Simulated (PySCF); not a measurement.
All values below come from PySCF with B3LYP-D3(BJ)/def2-TZVP // PBE0-D4/def2-TZVP. Gas-phase values, no solvent. One relaxed conformer stands for a flexible species; it need not be the lowest. B3LYP has the VWN-RPA correlation part, as in Gaussian. 

Reference species (SMILES): `[Br][Al]([Br])[Br]` (neutral, multiplicity 1).

```json
{
  "S1 oscillator strength": "0.000",
  "HOMO": "-8.35 eV"
}
```

Changed species: `[OH][Al]([Br])[Br]` (1 of 3 Br replaced by OH; the reference has 0 of 3 Br replaced by OH).

Question: Give the shifts of the S1 oscillator strength and HOMO.

Answer: the S1 oscillator strength hardly moves; the HOMO rises by 0.23 eV, to -8.12 eV.
